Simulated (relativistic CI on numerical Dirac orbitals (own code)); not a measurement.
# Transition arrays of Zr15+

Calculated at this level of theory: Dirac-Coulomb-Breit CI, KLI orbitals optimised for each configuration, model QED (radiative potential, 1s self-energy scaled to tabulated hydrogen-like ionisation energies), valence Slater integrals scaled by 0.9, whole transition arrays (own radial code, finite nucleus).

Configuration list (outside the closed core [Ne] 3s2): 3p6 3d7, 3p6 3d6 4f, 3p5 3d8, 3p6 3d6 4p, 3p6 3d6 5f. Levels of other configurations are missing.

All E1 lines from the levels of 3p6 3d7; mean and standard deviation are weighted by gf, and upper levels are sorted by their leading configuration.

| Upper configuration | Lines | Σgf | Mean (eV) | Mean (nm) | σ (eV) | Strongest line (nm) |
| --- | --- | --- | --- | --- | --- | --- |
| 3p6 3d6 4f | 2825 | 438.1 | 354.94 | 3.493 | 4.50 | 3.470 |
| 3p5 3d8 | 466 | 82.2 | 157.30 | 7.882 | 10.21 | 7.293 |
| 3p6 3d6 4p | 1718 | 41.8 | 257.45 | 4.816 | 4.36 | 4.859 |
| 3p6 3d6 5f | 2825 | 218.9 | 434.58 | 2.853 | 5.05 | 2.838 |

Σgf per state of the lower configuration in bins of 0.2 nm over the central range (centre: value): 2.9: 1.76, 3.3: 0.04, 3.5: 3.51, 3.7: 0.10, 4.7: 0.13, 4.9: 0.21, 7.3: 0.15, 7.5: 0.07, 7.7: 0.08, 7.9: 0.08, 8.1: 0.07, 8.3: 0.07.

**Question.** How do configuration mixing and the scaling of the Slater integrals move the arrays?

**Answer.** Slater scale 0.9, no configuration mixing: 3p6 3d6 4f 355.2 ± 4.6 eV (Σgf 462.9), 3p5 3d8 158.0 ± 10.4 eV (Σgf 92.5), 3p6 3d6 4p 257.6 ± 4.4 eV (Σgf 41.5), 3p6 3d6 5f 434.2 ± 5.1 eV (Σgf 162.2); Slater scale 1: 3p6 3d6 4f 355.7 ± 5.0 eV (Σgf 440.2), 3p5 3d8 158.0 ± 11.0 eV (Σgf 81.5), 3p6 3d6 4p 257.6 ± 4.8 eV (Σgf 41.9), 3p6 3d6 5f 435.0 ± 5.6 eV (Σgf 220.6); Slater scale 0.8: 3p6 3d6 4f 354.2 ± 4.1 eV (Σgf 436.0), 3p5 3d8 156.6 ± 9.5 eV (Σgf 83.0), 3p6 3d6 4p 257.3 ± 3.9 eV (Σgf 41.7), 3p6 3d6 5f 434.2 ± 4.5 eV (Σgf 217.3). With mixing, levels are counted to their leading configuration, so an array can shrink or vanish into another, and the sums then hold other lines.
